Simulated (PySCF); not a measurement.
# Dipole response of He (helium, neutral)

1s2, closed-shell 1S. Calculation: PySCF 2.14, in ANO-RCC-VTZP (3s2p1d, 14 functions); scalar relativity by spin-free X2C-1e. Coupled (time-dependent) response in atomic units; α is the mean over directions. The basis has no added diffuse functions, which lowers α and C₆.

```csv
method,mean α (bohr³),C₆ (like pair),S(−4)
UHF,1.312,1.391,1.195
PBE,1.466,1.617,1.538
PBE0,1.421,1.550,1.433
BP86,1.479,1.642,1.560
```

S(−4) is the Cauchy moment in α(ω) = α(0) + S(−4) ω² + …

Reference α: 1.384 bohr³ (recommended; Schwerdtfeger and Nagle, table of static dipole polarizabilities (2023 update)). Published C₆: 1.420 (Chu and Dalgarno (2004); Tang, Norbeck and Certain (1976)).

α(iu) at UHF:

```tsv
u (hartree)	α(iu) (bohr³)
0	1.312
0.0500	1.309
0.100	1.300
0.200	1.266
0.300	1.213
0.500	1.070
0.750	0.8725
1.00	0.6964
1.50	0.4482
2.00	0.3044
3.00	0.1642
5.00	0.06937
```

A single London oscillator, α(iu) = α/(1 + u²/ω²), gives C₆ = (3/4) ω α². Matching the computed C₆ needs ω = 4 × 1.391 / (3 × 1.312²) = 1.08 hartree.
